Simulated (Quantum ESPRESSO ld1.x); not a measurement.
Q: The mercury ion Hg0.1+, 79.9 electrons, occupied as [Xe] 4f14 5d9.9 6s2 (fractional occupations, a model configuration). Method: Dirac Kohn-Sham, PBE, spin-unpolarised, spherical densities, point nucleus; open shells are shared between the two j in proportion to 2j + 1; computed with ld1.x of Quantum ESPRESSO 7.5.

Spin-orbit splittings of the eigenvalues, e(l+1/2) - e(l-1/2), with zeta = 2 splitting/(2l+1) and mean radii in bohr:

| shell | occ. | splitting (eV) | zeta (eV) | <r> j=l-1/2 | <r> j=l+1/2 |
|---|---|---|---|---|---|
| 2p | 6 | 1948 | 1299 | 0.05692 | 0.06560 |
| 3p | 6 | 431.5 | 287.7 | 0.1704 | 0.1863 |
| 3d | 10 | 92.43 | 36.97 | 0.1621 | 0.1670 |
| 4p | 6 | 104.2 | 69.46 | 0.4011 | 0.4353 |
| 4d | 10 | 19.42 | 7.768 | 0.4425 | 0.4536 |
| 4f | 14 | 4.191 | 1.197 | 0.4793 | 0.4860 |
| 5p | 6 | 18.28 | 12.19 | 0.9719 | 1.069 |
| 5d | 9.9 | ? | ? | 1.453 | 1.522 |

Estimate the 5d splitting.

A: 1.848 eV (zeta = 0.7391 eV).
